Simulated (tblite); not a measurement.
Compound: C₃H₁₀B₃N₃.
SMILES with atom numbers: `[CH2:1]=[CH:2][N:3]1[BH:4][NH:5][B:6]([CH3:7])[NH:8][BH:9]1` (hydrogens: H10, H11 on C1; H12 on C2; H13 on B4; H14 on N5; H15, H16, H17 on C7; H18 on N8; H19 on B9)

Computed with GFN2-xTB (tblite), gas phase: L-BFGS steps from a force-field or distance-geometry start until the largest atomic force falls under 0.01 eV/Å.

At the end of the run (lengths in Å): N5–B6 1.421, N3–B4 1.431, N3–B9 1.432, N8–B9 1.414, B4–N5 1.412, B6–N8 1.419, N5–H14 1.009, B4–N5–B6 123.6°, C1–C2–N3 126.9°, N5–B6–C7 121.9°, N5–B6–N8 115.5°, C1–C2–N3–B4 156°, C2–N3–B4–N5 -177°, N3–B4–N5–B6 -1°, H14–N5–B6–C7 0°, H14–N5–B4–N3 179°.

Problem. These geometries were met on the way; a selection of coordinates is given. Order them by energy above the end point, lowest first.
A. N5–B6 1.422, N3–B4 1.436, N3–B9 1.430, N8–B9 1.417, B4–N5 1.421, B6–N8 1.415, N5–H14 1.008, B4–N5–B6 119.6°, C1–C2–N3 124.0°, N5–B6–C7 119.4°, N5–B6–N8 116.1°, C1–C2–N3–B4 107°, C2–N3–B4–N5 -172°, N3–B4–N5–B6 -19°, H14–N5–B6–C7 14°, H14–N5–B4–N3 178°
B. N5–B6 1.453, N3–B4 1.419, N3–B9 1.424, N8–B9 1.435, B4–N5 1.451, B6–N8 1.409, N5–H14 1.006, B4–N5–B6 111.2°, C1–C2–N3 122.6°, N5–B6–C7 119.4°, N5–B6–N8 114.0°, C1–C2–N3–B4 116°, C2–N3–B4–N5 -153°, N3–B4–N5–B6 -52°, H14–N5–B6–C7 98°, H14–N5–B4–N3 80°
C. N5–B6 1.442, N3–B4 1.432, N3–B9 1.424, N8–B9 1.404, B4–N5 1.426, B6–N8 1.418, N5–H14 0.988, B4–N5–B6 117.2°, C1–C2–N3 126.9°, N5–B6–C7 119.5°, N5–B6–N8 115.8°, C1–C2–N3–B4 112°, C2–N3–B4–N5 -162°, N3–B4–N5–B6 -41°, H14–N5–B6–C7 43°, H14–N5–B4–N3 137°
D. N5–B6 1.425, N3–B4 1.426, N3–B9 1.429, N8–B9 1.434, B4–N5 1.421, B6–N8 1.434, N5–H14 1.039, B4–N5–B6 117.4°, C1–C2–N3 125.1°, N5–B6–C7 120.5°, N5–B6–N8 117.6°, C1–C2–N3–B4 110°, C2–N3–B4–N5 -163°, N3–B4–N5–B6 -35°, H14–N5–B6–C7 23°, H14–N5–B4–N3 161°
E. N5–B6 1.534, N3–B4 1.540, N3–B9 1.537, N8–B9 1.516, B4–N5 1.509, B6–N8 1.510, N5–H14 1.056, B4–N5–B6 108.6°, C1–C2–N3 119.3°, N5–B6–C7 114.3°, N5–B6–N8 122.4°, C1–C2–N3–B4 119°, C2–N3–B4–N5 -153°, N3–B4–N5–B6 -50°, H14–N5–B6–C7 120°, H14–N5–B4–N3 64°

Solution. A (0.307 eV), D (0.574 eV), C (1.043 eV), B (1.919 eV), E (3.192 eV).

| step | E above end (eV) | rms distance from the end, all atoms (Å) | largest force (eV/Å) | rms shift of all bonds from the end (Å) |
| --- | --- | --- | --- | --- |
| 21 | 0.307 | 0.458 | 0.547 | 0.008 |
| 17 | 0.574 | 0.505 | 1.573 | 0.014 |
| 14 | 1.043 | 0.565 | 1.352 | 0.013 |
| 6 | 1.919 | 0.714 | 0.609 | 0.016 |
| 0 | 3.192 | 0.763 | 3.064 | 0.061 |

Rows stand in the order of the answer.
